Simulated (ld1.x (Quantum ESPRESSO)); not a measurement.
# Configuration tests for Ag (Z = 47) (PAW)

ld1.x (Quantum ESPRESSO) 7.5 input, shortened:

```
&input
   title='Ag', zed=47., rel=2, dft='BLYP', iswitch=3,
   config='[Kr] 4d10 4f-2 5s1 5p0', rel_dist='average'
 /
 &inputp
   pseudotype=3, lpaw=.true., tm=.true., lloc=-1, rcloc=4.80,
   nlcc=.true., rcore=1.40,
   which_augfun='PSQ', rmatch_augfun_nc=.true.
 /
8
5S  1  0   1.00   0.00  1.95  2.45  0.0
5S  1  0   0.00   1.95  1.95  2.45  0.0
5P  2  1   0.00   0.00  3.95  4.75  0.0
5P  2  1   0.00   0.30  3.95  4.75  0.0
4D  3  2  10.00   0.00  1.25  1.45  0.0
4D  3  2   0.00   4.30  1.25  1.45  0.0
4F  4  3  -2.00   0.50  3.45  4.85  0.0
4F  4  3  -2.00   2.05  3.45  4.85  0.0
 &test
   configts(1)='4d10 5s1 5p0'
 /
```

Open shells are filled in proportion to 2j + 1 (rel_dist='average').

Energies are relative to the spin-unpolarised reference configuration 4d10 5s1 5p0; without spin polarisation the order of configurations can differ from experiment.

```
valence configuration  charge  ΔE all-electron (eV)  error AE − PS (meV)
         4d10 5s0 5p0      +1                 7.874                  -16
          4d8 5s0 5p0      +3                65.996                 -999
       4d10 5s0.5 5p0    +0.5                 3.058                 -3.2
          4d9 5s2 5p0       0                 3.925                 -116
         4d10 5s0 5p1       0                 3.899                 -4.6
          4d9 5s1 5p1       0                 8.419                 -150
```

**Question.** What are ΔE and the potential's error for 4d9 5s0 5p0?

**Answer.** ΔE = 29.915 eV all-electron; the error (AE − PS) is -319 meV.

Levels in the configuration 4d9 5s1 5p1:

```
   level  all-electron (eV)  pseudo (eV)
4d j=3/2            -12.697      -13.002
4d j=5/2            -12.094      -12.392
5s j=1/2             -6.728       -6.781
5p j=1/2             -2.183       -2.203
5p j=3/2             -1.977       -1.994
```

The ghost test of this file was not conclusive.
